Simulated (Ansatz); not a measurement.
Steps of a relaxation of AlClH$_{5}$NOSi (`N[SiH2][Al]([OH])[Cl]`) with RKS PBE0-D4/def2-TZVP.

```sh
$ ansatz run in.yaml --threads 4 --pin off --events-out ev --progress --plain --max-ram 10444MiB
```

```yaml
crystal:
  periodic: [false, false, false]
  atoms:
    - {symbol: N, position_ang: [-0.335137, -0.224462, 2.173241]}
    - {symbol: Si, position_ang: [0.292420, -0.884876, 0.664644]}
    - {symbol: Al, position_ang: [-0.019428, 0.572815, -1.286108]}
    - {symbol: O, position_ang: [0.560921, 0.144318, -2.845029]}
    - {symbol: Cl, position_ang: [-1.033102, 2.442047, -1.054973]}
    - {symbol: H, position_ang: [-1.347166, -0.059033, 2.195942]}
    - {symbol: H, position_ang: [0.130905, 0.625155, 2.509108]}
    - {symbol: H, position_ang: [1.762843, -1.154635, 0.861634]}
    - {symbol: H, position_ang: [-0.390680, -2.207442, 0.422767]}
    - {symbol: H, position_ang: [0.461323, 0.695012, -3.638426]}
basis:
  gaussian: {orbitals: def2-TZVP}
hamiltonian: {xc: pbe0, dispersion: d4}
relax: {f_tol: 0.005, max_steps: 150}
```

Positions (Å) and forces (eV/Å) along the path, 9 of 9 steps:

```xyz
10
step=1 energy=-30608.0287 eV
N    -0.335   -0.224    2.173   -0.117    0.394   -0.314
Si    0.292   -0.885    0.665   -0.056   -0.096    0.502
Al   -0.019    0.573   -1.286    0.093    0.112   -0.636
O     0.561    0.144   -2.845   -0.293    0.548    0.044
Cl   -1.033    2.442   -1.055    0.174   -0.322   -0.042
H    -1.347   -0.059    2.196    0.622   -0.113   -0.007
H     0.131    0.625    2.509   -0.279   -0.527   -0.197
H     1.763   -1.155    0.862   -0.314    0.081   -0.036
H    -0.391   -2.207    0.423    0.126    0.299    0.049
H     0.461    0.695   -3.638    0.044   -0.375    0.637
10
step=2 energy=-30608.0659 eV
N    -0.333   -0.232    2.177    0.003    0.136   -0.311
Si    0.286   -0.870    0.669   -0.040   -0.038    0.300
Al   -0.006    0.561   -1.300    0.065    0.030   -0.366
O     0.559    0.147   -2.855   -0.131    0.154    0.233
Cl   -1.011    2.413   -1.070    0.033   -0.055   -0.017
H    -1.335   -0.073    2.208    0.159   -0.054    0.021
H     0.127    0.604    2.520   -0.061   -0.155   -0.026
H     1.744   -1.128    0.863   -0.072    0.003   -0.005
H    -0.398   -2.174    0.422    0.039    0.060    0.012
H     0.450    0.702   -3.631    0.006   -0.084    0.159
10
step=3 energy=-30608.0727 eV
N    -0.333   -0.218    2.142    0.048   -0.051   -0.102
Si    0.296   -0.887    0.667   -0.074    0.125    0.054
Al   -0.016    0.572   -1.284    0.064   -0.105   -0.019
O     0.552    0.150   -2.820   -0.005   -0.032    0.084
Cl   -1.016    2.419   -1.064   -0.022    0.036    0.011
H    -1.329   -0.064    2.172   -0.071   -0.011    0.038
H     0.129    0.612    2.484    0.036    0.038    0.061
H     1.745   -1.146    0.871    0.044   -0.013   -0.002
H    -0.388   -2.185    0.428   -0.015   -0.044   -0.012
H     0.443    0.697   -3.594   -0.004    0.059   -0.112
10
step=4 energy=-30608.0754 eV
N    -0.333   -0.223    2.154    0.012    0.023   -0.105
Si    0.289   -0.873    0.668   -0.023    0.024    0.054
Al   -0.009    0.568   -1.298    0.016   -0.037    0.008
O     0.554    0.148   -2.836   -0.002   -0.008    0.032
Cl   -1.011    2.416   -1.075   -0.013    0.026   -0.001
H    -1.331   -0.077    2.197   -0.011   -0.014    0.031
H     0.129    0.601    2.510    0.006   -0.005    0.034
H     1.741   -1.135    0.867    0.023   -0.005   -0.001
H    -0.392   -2.174    0.425   -0.009   -0.021   -0.009
H     0.446    0.698   -3.610    0.000    0.017   -0.043
10
step=5 energy=-30608.0762 eV
N    -0.334   -0.221    2.154   -0.007    0.044   -0.063
Si    0.287   -0.869    0.668    0.001   -0.012    0.025
Al   -0.007    0.566   -1.302   -0.006    0.001    0.026
O     0.555    0.148   -2.840    0.001    0.003   -0.014
Cl   -1.009    2.416   -1.082   -0.004    0.010   -0.004
H    -1.333   -0.083    2.208    0.019   -0.011    0.021
H     0.130    0.596    2.522   -0.010   -0.024    0.014
H     1.740   -1.131    0.866    0.004    0.000    0.001
H    -0.393   -2.171    0.423   -0.002   -0.003   -0.002
H     0.445    0.697   -3.616    0.004   -0.006   -0.005
10
step=6 energy=-30608.0770 eV
N    -0.334   -0.217    2.147    0.002   -0.003   -0.001
Si    0.285   -0.862    0.664    0.002    0.001   -0.009
Al   -0.012    0.577   -1.304    0.007   -0.012   -0.005
O     0.554    0.147   -2.837    0.003   -0.013    0.016
Cl   -1.012    2.428   -1.087   -0.001    0.007   -0.008
H    -1.333   -0.098    2.228    0.002    0.005    0.005
H     0.133    0.585    2.542   -0.007    0.000    0.003
H     1.739   -1.123    0.860    0.000   -0.001    0.000
H    -0.395   -2.164    0.416    0.001   -0.001    0.000
H     0.458    0.676   -3.627   -0.008    0.017   -0.002
10
step=7 energy=-30608.0771 eV
N    -0.335   -0.217    2.146   -0.002    0.003    0.005
Si    0.285   -0.862    0.665    0.003   -0.010    0.005
Al   -0.010    0.573   -1.305   -0.006    0.011    0.003
O     0.555    0.146   -2.840    0.000   -0.001   -0.001
Cl   -1.010    2.426   -1.094    0.005   -0.007   -0.006
H    -1.333   -0.097    2.229   -0.002   -0.002   -0.001
H     0.133    0.584    2.545    0.003    0.001    0.000
H     1.738   -1.124    0.862   -0.001    0.001   -0.002
H    -0.395   -2.165    0.419    0.001    0.002   -0.002
H     0.452    0.685   -3.623   -0.001    0.002    0.000
10
step=8 energy=-30608.0772 eV
N    -0.335   -0.218    2.148    0.000    0.000    0.000
Si    0.285   -0.862    0.665    0.001   -0.002    0.003
Al   -0.010    0.574   -1.305    0.000    0.002   -0.002
O     0.555    0.145   -2.839   -0.001   -0.002    0.006
Cl   -1.009    2.428   -1.100    0.001    0.000   -0.002
H    -1.333   -0.098    2.231    0.000    0.000    0.000
H     0.134    0.582    2.547    0.000    0.000    0.000
H     1.738   -1.123    0.861    0.000    0.000    0.000
H    -0.394   -2.164    0.417    0.000   -0.001    0.000
H     0.452    0.685   -3.622    0.000    0.003   -0.005
10
step=9 energy=-30608.0772 eV
N    -0.335   -0.219    2.149    0.000    0.001    0.001
Si    0.285   -0.861    0.665    0.000   -0.001    0.000
Al   -0.011    0.576   -1.305    0.001   -0.001   -0.002
O     0.555    0.144   -2.839    0.000    0.000    0.003
Cl   -1.009    2.430   -1.104    0.000    0.001    0.000
H    -1.333   -0.099    2.232    0.000    0.000    0.000
H     0.134    0.580    2.549    0.000    0.000    0.000
H     1.738   -1.122    0.861    0.000    0.001    0.000
H    -0.394   -2.164    0.416    0.000    0.000   -0.001
H     0.452    0.684   -3.622    0.000    0.001   -0.001
```

It took 57 s on 4 threads of an Arm Neoverse N1 on a shared host, with 0.57 GiB of host memory at the peak.
